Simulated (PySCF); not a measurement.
**Level sweep**

Compound: Al₂Cl₂H₄.
Numbering: `[AlH2-:1]1[Cl+:2][AlH2-:3][Cl+:4]1` (hydrogens: H5, H6 on Al1; H7, H8 on Al3)

PySCF, dipoles from the SCF density, polarisabilities from static response with core orbitals frozen. Isolated species at its PBE0-D3(BJ)/def2-SVP geometry, gas phase.

Problem. How do dipole and polarisability depend on functional and basis here?

Solution. 

```tsv
level	α (Å³)	anisotropy (Å³)
LDA/def2-SVPD	12.86	2.67
PBE/def2-SVPD	12.58	2.60
B3LYP/def2-SVPD	12.13	2.35
PBE0/def2-SVPD	12.06	2.40
BHandHLYP/def2-SVPD	11.61	2.16
CAM-B3LYP/def2-SVPD	11.95	2.27
wB97X-D/def2-SVPD	11.96	2.34
LC-wPBE/def2-SVPD	11.69	2.27
HF/def2-SVPD	11.04	1.92
PBE0/6-31G*	9.47	2.45
PBE0/def2-SVP	9.69	2.83
PBE0/6-31+G*	10.40	2.02
PBE0/aug-cc-pVDZ	12.18	2.40
PBE0/def2-TZVP	11.37	2.59
PBE0/def2-TZVPD	12.19	2.41
PBE0/aug-cc-pVTZ	12.21	2.42
```

The anisotropy is √(½[(α1 − α2)² + (α2 − α3)² + (α3 − α1)²]). No reference polarisability is at hand; against PBE0 in the largest diffuse basis at hand (aug-cc-pVTZ) the other PBE0 rows deviate by 6-31G* -22%, def2-SVP -21%, 6-31+G* -15%, def2-SVPD -1%, aug-cc-pVDZ 0%, def2-TZVP -7%, def2-TZVPD 0%. The dipole stays under 0.05 D at every level. In one basis (def2-SVPD) the functionals order the polarisability from HF (lowest) to LDA (highest), a spread of 17%. With PBE0 the polarisability is 10.18 Å³ without diffuse functions (mean of 6-31G*, def2-SVP and def2-TZVP) and 11.81 Å³ with them (mean of 6-31+G*, def2-SVPD, aug-cc-pVDZ, def2-TZVPD and aug-cc-pVTZ).
